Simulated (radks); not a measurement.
Question: These are the eigenvalues of the occupied orbitals of an atom or ion with whole-number occupations (Ry). All-electron calculation, scalar-relativistic Kohn-Sham, SCAN, spin-unpolarised, spherical densities, finite nucleus; meta-GGA in the generalised Kohn-Sham scheme; Fermi nuclear charge, rms radius of each element as measured or else 0.836 A^(1/3) + 0.57 fm. Program: a radial shooting solver on a logarithmic mesh with Libxc functionals.

1s: -3688.435
2s: -611.5009
2p: -543.9865
3s: -137.0610
3p: -115.9910
3d: -88.20179
4s: -28.70911
4p: -21.72749
4d: -12.05073
5s: -4.75755
5p: -3.06096
4f: -1.63332
5d: -1.09105

Which element is it, and in what charge state? The configuration may be excited.

Answer: Z = 64, gadolinium, charge +2: Gd2+ in [Xe] 4f7 5d1. The list shows which subshells hold electrons but not how many an open one holds; the 1s level, -1844.2 hartree, gives Z - s = 60.7 by -(Z - s)^2/2, which with screening and relativity narrows Z to a few neighbours, and the depths of the outer levels then fix element, charge and occupations together.
